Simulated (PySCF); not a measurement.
**Spinor energies of Ru (ruthenium, neutral)**

Start: [Kr] 4d7 5s1; 4d3/2 filled at m_j = -3/2, -1/2, +1/2, +3/2; 4d5/2 filled at m_j = +1/2, +3/2, +5/2; 5s1/2 filled at m_j = +1/2. Calculated with PySCF 2.14 in x2c-QZVPPall-2c (13s12p9d4f2g, 140 functions): generalised Hartree-Fock with the X2C-1e Hamiltonian and a Gaussian nucleus; one run each with spin-orbit coupling (SO) switched off, then screened by Boettger's factors.

```tsv
spinor shell	electrons	ε, spin-free (eV)	ε, screened SO (eV)	weight of nominal j (screened SO)	rms radius, screened SO (bohr)
1s1/2	2	-22235.0	-22233.8	1.000	0.0384
2s1/2	2	-3276.6	-3276.2	1.000	0.158
2p1/2	2	-2927.7	-3018.3	1.000	0.137
2p3/2	4	-2927.7	-2885.5	1.000	0.142
3s1/2	2	-611.20	-611.05	1.000	0.428
3p1/2	2	-493.45	-509.38	1.000	0.425
3d3/2	4	-304.39	-307.21	0.993	0.416
3d5/2	6	-304.39	-302.32	0.995	0.420
4s1/2	2	-93.610	-93.553	1.000	1.09
4p1/2	2	-58.280	-62.602	0.824	1.21
4p3/2	4	-58.280	-56.139	0.912	1.22
4d5/2	3	-10.754	-11.479	0.760	1.82
4d3/2	4	-10.754	-10.212	0.700	1.84
5s1/2	1	-6.478	-6.474	0.999	3.83
```

Problem. Where does 3p3/2 lie, and what is the 3p spin-orbit splitting (screened SO)?

Solution. At -485.92 eV, 23.465 eV above 3p1/2.

```
   quantity    spin-free  screened SO
E (hartree)  -4527.71828  -4528.36976
        M_J            5            5
       ⟨J²⟩       30.012       30.013
       ⟨L²⟩       12.009       12.096
       ⟨S²⟩        6.003        5.975
```

Each row is a mean over spinors that exchange with the open shell spreads, by up to 7.651 eV (4p3/2).

Rows whose weight is well below 1 are mixtures of j = l ± 1/2: exchange outweighs spin-orbit coupling there, and the label is only the starting occupation.

Breit and QED terms are absent; they matter most for the inner s and p1/2 levels.

Densities and radii are taken from the X2C orbitals without a picture-change correction, which distorts them close to the nucleus.

Without spin-orbit coupling the j labels of p, d and f shells carry no meaning; the spin-free column gives the mean over the occupied spinors of each nl shell.
